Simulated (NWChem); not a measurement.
System: SiHBrClF; SMILES Cl[SiH](Br)F

```xyz
5

Si    -0.4701     0.5596     0.4306
F     -1.8295     0.8136    -0.3935
Cl     0.8809     1.9809    -0.1314
Br     0.2761    -1.4438    -0.0698
H     -0.7583     0.6578     1.8735
```
Atoms are numbered in this order, from 1.

Computed with NWChem. Structure relaxed at the PBE0/def2-SVP level. Level: M05-2X/def2-SVP with SMD (1 M gas to 1 M solution), gas-phase geometry. Reactions with the solvent are ignored.

**Question.** Order these by “cavity-dispersion-structure term (kcal/mol)”, lowest first: n-hexane; water; acetonitrile.

**Answer.** n-hexane (-2.7), acetonitrile (-1.9), water (1.3)
